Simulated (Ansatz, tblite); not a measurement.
Removing and adding an electron: Cd4. Total charge 0; singlet. Geometry: B3LYP/def2-SVP. Ansatz, gas phase; energy differences of separate SCF runs; the oxidised species was run as a doublet alone; the reduced species was run as a doublet alone.

Cartesian coordinates in Å:
```
Cd 1.804 -1.119 0.308
Cd -0.702 -0.312 -2.003
Cd 0.392 2.087 0.303
Cd -1.494 -0.656 1.392
```

In the def2 sets Cd takes a core potential; there is no spin–orbit coupling. The xTB rows come from tblite. HOMO above LUMO, or a gap near zero within one spin, warns that the state may not be the lowest or that an electron is smeared out. The structure comes from a short search, and lower isomers may exist.

(1) Estimate orbital energies and vertical ionisation energies and electron affinities at: GFN1-xTB; GFN2-xTB; PBE/def2-TZVP; PBE/def2-TZVPD; r2SCAN/def2-TZVP; r2SCAN/def2-TZVPD; PBE0/def2-TZVP; PBE0/def2-TZVPD.

Answers

(1) 
```json
{"level": "GFN1-xTB", "−HOMO (eV)": "12.13", "vertical IE (eV)": "13.60", "−LUMO (eV)": "5.16", "vertical EA (eV)": "3.91", "HOMO–LUMO gap (eV)": "6.97", "IE − EA (eV)": "9.69", "remarks": "–"}
{"level": "GFN2-xTB", "−HOMO (eV)": "7.15", "vertical IE (eV)": "10.27", "−LUMO (eV)": "0.67", "vertical EA (eV)": "-1.99", "HOMO–LUMO gap (eV)": "6.48", "IE − EA (eV)": "12.26", "remarks": "–"}
{"level": "PBE/def2-TZVP", "−HOMO (eV)": "5.40", "vertical IE (eV)": "7.47", "−LUMO (eV)": "2.19", "vertical EA (eV)": "–", "HOMO–LUMO gap (eV)": "3.21", "IE − EA (eV)": "–", "remarks": "gap within one spin near zero (+1 doublet)"}
{"level": "PBE/def2-TZVPD", "−HOMO (eV)": "5.40", "vertical IE (eV)": "–", "−LUMO (eV)": "2.19", "vertical EA (eV)": "0.48", "HOMO–LUMO gap (eV)": "3.21", "IE − EA (eV)": "–", "remarks": "HOMO above zero (-1 doublet)"}
{"level": "r2SCAN/def2-TZVP", "−HOMO (eV)": "5.57", "vertical IE (eV)": "7.51", "−LUMO (eV)": "2.09", "vertical EA (eV)": "–", "HOMO–LUMO gap (eV)": "3.47", "IE − EA (eV)": "–", "remarks": "–"}
{"level": "r2SCAN/def2-TZVPD", "−HOMO (eV)": "5.57", "vertical IE (eV)": "–", "−LUMO (eV)": "2.09", "vertical EA (eV)": "0.56", "HOMO–LUMO gap (eV)": "3.47", "IE − EA (eV)": "–", "remarks": "HOMO above zero (-1 doublet)"}
{"level": "PBE0/def2-TZVP", "−HOMO (eV)": "5.99", "vertical IE (eV)": "7.44", "−LUMO (eV)": "1.65", "vertical EA (eV)": "–", "HOMO–LUMO gap (eV)": "4.33", "IE − EA (eV)": "–", "remarks": "–"}
{"level": "PBE0/def2-TZVPD", "−HOMO (eV)": "5.99", "vertical IE (eV)": "–", "−LUMO (eV)": "1.65", "vertical EA (eV)": "0.48", "HOMO–LUMO gap (eV)": "4.33", "IE − EA (eV)": "–", "remarks": "HOMO above zero (-1 doublet)"}
```

   A HOMO above zero means that the electron is unbound at that level or that self-interaction error raises the level; the energy of removing that electron tells which. Raw xTB energy differences between charge states are shifted by several eV; the methods need an empirical correction for them. A negative affinity means that the extra electron isn't bound; its size then hangs on the basis.
